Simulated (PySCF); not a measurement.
GeH₅Si, SMILES [GeH3][SiH2], multiplicity 2. Atoms are numbered in the order given.

```xyz
7

Si     1.6425     0.0933     0.0000
Ge    -0.7391    -0.0067     0.0000
H      2.2475    -0.5184    -1.2118
H      2.2475    -0.5184     1.2118
H     -1.2898     0.7027     1.2494
H     -1.2898     0.7027    -1.2494
H     -1.2603    -1.4595     0.0000
```
Charge 0, spin multiplicity 2.

The structure is a stationary point at B3LYP-D3(BJ)/def2-TZVP. The isomer is the one that the SMILES or the coordinates give; other isomers of the formula were not compared.

Computed with PySCF with r2SCAN/def2-TZVPD.

Mulliken values depend strongly on the basis, most of all with diffuse functions as here. ESP charges are fitted to the potential on shells at 1.4 to 2.0 van der Waals radii. Atomic charges (e):

```
atom  Mulliken  meta-Löwdin  ESP fit  Mulliken spin
----  --------  -----------  -------  -------------
Si1      -0.04         0.13      ___           0.95
Ge2      -0.08         0.10      ___          -0.02
H3        0.00        -0.06      ___           0.02
H4        0.00        -0.06      ___           0.02
H5        0.04        -0.04      ___           0.00
H6        0.04        -0.04      ___           0.00
H7        0.04        -0.04      ___           0.05
```

### Question
Complete the blanks. (The exact figures need the calculation; the answer reports its results.)

### Answer

- Si1, ESP fit: -0.02
- Ge2, ESP fit: 0.09
- H3, ESP fit: 0.00
- H4, ESP fit: 0.00
- H5, ESP fit: -0.02
- H6, ESP fit: -0.02
- H7, ESP fit: -0.03
